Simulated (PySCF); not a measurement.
## Exercise with solution: refractive index and permittivity of the vapour

C4H3S, SMILES [c]1ccsc1, multiplicity 2.

Coordinates come from a B3LYP-D3(BJ)/def2-SVP optimisation. The isomer is the one that the SMILES or the coordinates give; other isomers of the formula were not compared.

PySCF with CAM-B3LYP/def2-TZVP gives a mean static polarisability of 58.1 bohr³ and a dipole moment of 0.60 D. Take an ideal gas at 298.15 K and 1 bar, whether or not the substance is that volatile.

Task: Work out n − 1 in the optical limit and the static ε − 1.

Result: 
Polarisability volume α' = 58.1 × 0.148185 = 8.61 Å³. Number density N = p/kT = 2.43e-5 Å⁻³.
Dilute limit of Lorentz–Lorenz: n − 1 = 2π N α' = 0.0013.
Orientation term of Debye: μ²/(3kT) = 8.098 Å³ × μ²(D²) = 2.92 Å³.
ε − 1 = 4π N (α' + μ²/3kT) = 0.0035. Orientation of the dipole supplies 25 % of the static response; it can't follow optical fields. Vibrational polarisation and dispersion are left out.
